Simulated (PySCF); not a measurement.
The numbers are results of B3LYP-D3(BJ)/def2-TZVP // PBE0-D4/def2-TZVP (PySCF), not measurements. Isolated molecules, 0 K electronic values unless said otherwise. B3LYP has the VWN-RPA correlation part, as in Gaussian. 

Reference species (SMILES): `F[B]F` (neutral, multiplicity 2).

```json
{
  "dipole_moment": "0.29 D"
}
```

Changed species: `Br[B]F` (radical fragment; the reference has radical fragment).

### Question
What does the change do to the dipole moment?

### Answer
the dipole moment falls by 0.18 D, to 0.11 D.
